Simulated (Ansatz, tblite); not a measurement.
Adding an electron: Ta₂S₂⁺. Charge 1, multiplicity 2. Geometry: r2SCAN-D4/def2-SVP. Ansatz, gas phase; energy differences of separate SCF runs; the reduced species is a singlet (the triplet lies 0.01 eV higher at PBE0-D4/def2-TZVP).

Cartesian coordinates in Å:
```
Ta 1.1536 0.5599 -0.1694
Ta -0.4118 -0.6909 1.0129
S -0.9529 1.4846 0.3100
S 0.2112 -1.3536 -1.1535
```

In the def2 sets Ta takes a core potential; there is no spin–orbit coupling. The xTB rows come from tblite. The structure comes from a short search, and lower isomers may exist.

Q: Estimate orbital energies and vertical electron affinities at: GFN1-xTB; GFN2-xTB; PBE-D4/def2-TZVP; PBE0-D4/def2-TZVP.

A: 
```csv
level,−HOMO (eV),−LUMO (eV),vertical EA (eV),HOMO–LUMO gap (eV),remarks
GFN1-xTB,–,–,12.70,–,–
GFN2-xTB,–,–,11.97,–,–
PBE-D4/def2-TZVP,9.11,8.55,5.97,0.56,"restricted singlet, untested (singlet)"
PBE0-D4/def2-TZVP,9.96,7.60,5.88,2.36,"restricted singlet, untested (singlet)"
```

Run but left out: r2SCAN-D4/def2-TZVP (neutral singlet: restricted singlet with a triplet 0.03 eV lower at the same geometry).  HOMO and LUMO are the levels of the spin that leaves or enters (xTB has no such levels and no spin-polarisation term). Other spin states of the ions may lie lower, which would lower the ionisation energy or raise the affinity. Raw xTB energy differences between charge states are shifted by several eV; the methods need an empirical correction for them.
